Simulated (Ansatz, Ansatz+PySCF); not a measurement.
```yaml
atoms:
  - { symbol: H, position_ang: [0.0000, 0.0000, -1.1595] }
  - { symbol: F, position_ang: [0.0000, 0.0000, 0.1288] }
```

Basis set: 6-31G (spherical functions). Correlated methods keep 1 orbital frozen. Charge 0, multiplicity 1.

Computed with Ansatz (development build ahead of 0.2.0); each method stands on the lowest determinant of its kind that the runs found. Restricted open shells among the atoms or ions are ROHF, correlated in semicanonical orbitals with singles. Restricted functionals stand beside restricted open-shell atoms, which can lie above the unrestricted atoms usual in DFT and then raise those values.

The atomization energy at this shape (free ground-state atoms in the same class of orbitals less the molecule, no zero-point energy) of singlet HF:

```tsv
method	atomization energy
PBE0 (restricted)	3.56 eV
RHF-CCSD(T)	3.27 eV
RHF-MP2	3.27 eV
UHF-MP2	3.16 eV
```

Task: What does RHF give?

Result: 1.44 eV. Caution for RHF-CCSD(T), RHF-MP2, UHF-MP2: bonds are stretched, where a single reference can fail. Caution for UHF-MP2: another reference gives a lower total.

This basis has no polarisation functions and is too small for such energies, which can lie far from measured ones in either direction.
